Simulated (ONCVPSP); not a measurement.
**fluorine, ONCV: configuration errors across variants**

ONCVPSP 4.0.1 input, shortened (lines: element, Z, core and valence counts, functional; n l f; lmax; l rc ep ncon nbas qcut; lloc lpopt rc5 dvloc0; l nproj debl; icmod fcfact rcfact), PBEsol, scalar-relativistic:

```
  F 9.00    1    2  -116133      upf
    1    0    2.00
    2    0    2.00
    2    1    5.00
    2
    0    0.75    0.00    5   10    7.00
    1    1.15    0.00    5    9   13.90
    2    1.15    0.13    4    7    9.80
    4    5    0.60    2.00
    0    3    0.40
    1    2    1.40
    2    2    3.00
    2    0.65    1.10
```

In the s channel the program set the typed energies aside and used -1.092, 0.250, 0.650 Ha.

All-electron excitation energies from the reference (eV): (1) 2s2 2p4 19.317; (2) 2s2 2p3 57.595; (3) 2s2 2p2 118.084; (4) 2s1 2p5 38.305.

A true bound ghost makes a file unfit for plane-wave use even where its test errors are small: the radial tests pick states by their node count and pass the ghost by.

Errors AE − PS in meV (a dash: test not solved or not reliable):

```tsv
change	(1)	(2)	(3)	(4)	bound ghosts	GHOST(+) flags above zero
base	+4.8	+50	+215	+0.2	s	s
p: rc 0.76	-0.3	+9.3	+54	+4.6	s	s
p: rc 0.9	+0.8	+19	+93	+4.3	s	s
p: rc 1.14	+4.7	+49	+210	+0.4	s	s
p: rc 1.22	+6.6	+64	+267	-2.1	s	s
p: rc 1.34	+11	+95	+384	-7.5	s	s
p: rc 1.42	+15	+124	+487	-13	s	s
p: rc 1.52	+20	+164	+631	-20	s	s
p: rc 1.7	+20	+159	+612	-19	s	s
```

(1) Give the same row for: p: rc 1.04.

## Answers

(1) +2.8, +34, +154, +2.6; bound ghosts: s; GHOST(+) flags above zero: s.
